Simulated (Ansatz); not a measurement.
Coupled-cluster diagnostics for Tl₃Cl₃⁺, Ansatz.

Geometry of the doublet (PBE-D4/def2-SVP):

Cartesian coordinates in Å:
```
Tl -0.264 0.952 -2.081
Tl 1.128 -4.065 -0.596
Tl -0.094 0.362 2.274
Cl -1.894 1.737 0.310
Cl 0.698 2.483 0.309
Cl 0.427 -1.468 -0.215
```

In the def2 sets Tl takes a core potential; there is no spin–orbit coupling. Correlated methods freeze 27 core orbitals; core or outer-core shells of Tl are correlated, in sets that lack core-valence functions. In the doublet, Cl4 and Cl5 lie 2.70 Å apart (atoms count from 1), so these atoms are partly bonded to each other. Another isomer (doublet) lies 0.15 eV lower at PBE0-D4/def2-TZVP; other spin states weren't run for this one.

(1) Estimate the CCSD(T) correlation energy, the shares of MP2 and (T), T1 and the reference's ⟨S²⟩ for: charge 1, doublet, own geometry in def2-SVP; and the rough time on 4 threads of Arm Neoverse V2 on a shared host.

Answers

(1) 
```tsv
state	basis	correlation (eV)	MP2 share (%)	(T) share (%)	T1	⟨S²⟩ (pure)	wall time
charge 1, doublet, own geometry	def2-SVP	-18.118	86.9	2.7	0.010	0.77 (0.75)	1.9 min
```
Customary marks for T1 are 0.02 (closed shells), 0.045 (open shells) and about 0.05 (3d metals). T1 stays under 0.02 throughout.
